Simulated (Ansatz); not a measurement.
Geometry optimisation, UKS PBE0-D4/def2-SVP in Ansatz.

Input:

```yaml
crystal:
  periodic: [false, false, false]
  atoms:
    - { symbol: Al, position_ang: [-0.000442, 0.009126, -0.079114] }
    - { symbol: H, position_ang: [-0.124208, -0.009844, 1.487489] }
    - { symbol: C, position_ang: [1.692491, 0.011963, -1.027584] }
    - { symbol: H, position_ang: [2.040959, -1.024452, -1.175922] }
    - { symbol: H, position_ang: [1.614823, 0.481916, -2.020474] }
    - { symbol: H, position_ang: [2.465313, 0.53606, -0.442681] }
    - { symbol: Cl, position_ang: [-1.839631, 0.003498, -1.10157] }
    - { symbol: F, position_ang: [0.006195, -0.008367, 3.589057] }
magnetization:
  spin_polarized: true
  initial_magnetization: 1
basis:
  gaussian: { orbitals: def2-SVP }
hamiltonian:
  xc: pbe0
  dispersion: d4
relax:
  f_tol: 0.03
  max_steps: 50
output:
  orbitals: {}
```

Run as:

```bash
$ ansatz run input.yaml --threads 2 --pin off --max-ram 3072MiB --backend cpu --events-out ev --progress --plain --runs-dir out
```

**Question.** Where does it end, and by what steps?

**Answer.** The run converged. After 48 steps the energy has fallen by 2.583 eV; F8 moved furthest, 1.76 Å. Parted: Al1–H2 (1.57 → 2.28 Å). Joined: Al1–F8 (3.67 → 2.10 Å), H2–F8 (2.11 → 0.96 Å).

```
step  energy less start (eV)  largest force component (eV/Å)  accepted
   0                  0.0000                           0.791       yes
   2                 -0.3611                           1.152       yes
   4                 -1.0232                           3.060       yes
   6                 -1.7195                           1.987       yes
   8                 -1.9313                           0.585       yes
  10                 -1.9780                           0.144       yes
  12                 -1.8587                           2.709        no
  14                 -1.9917                           0.140       yes
  16                 -1.9954                           0.304       yes
  18                 -2.0135                           0.081       yes
  20                 -2.0244                           0.101       yes
  22                 -2.0539                           0.671       yes
  24                 -2.1588                           1.038       yes
  26                 -2.3203                           0.324       yes
  28                 -2.3330                           0.609       yes
  30                 -2.3468                           0.205       yes
  32                 -2.3398                           0.989        no
  34                 -2.3598                           0.274       yes
  36                 -2.3965                           0.210       yes
  38                 -2.4078                           0.193       yes
  40                 -2.4335                           0.168       yes
  42                 -2.5030                           0.875       yes
  44                 -2.5697                           0.420       yes
  46                 -2.5813                           0.202       yes
  48                 -2.5833                           0.028       yes
```

```xyz
8
Properties=species:S:1:pos:R:3
Al 0.104 0.887 -0.105
H -0.628 -0.416 1.617
C 1.729 0.095 -0.875
H 1.705 -1.002 -0.773
H 1.815 0.340 -1.945
H 2.632 0.476 -0.373
Cl -1.651 -0.483 -0.156
F 0.151 0.103 1.841
```

Time of the run: 2.5 min on 2 threads of Arm Neoverse V2, with other jobs on the host, peak memory 0.23 GiB.
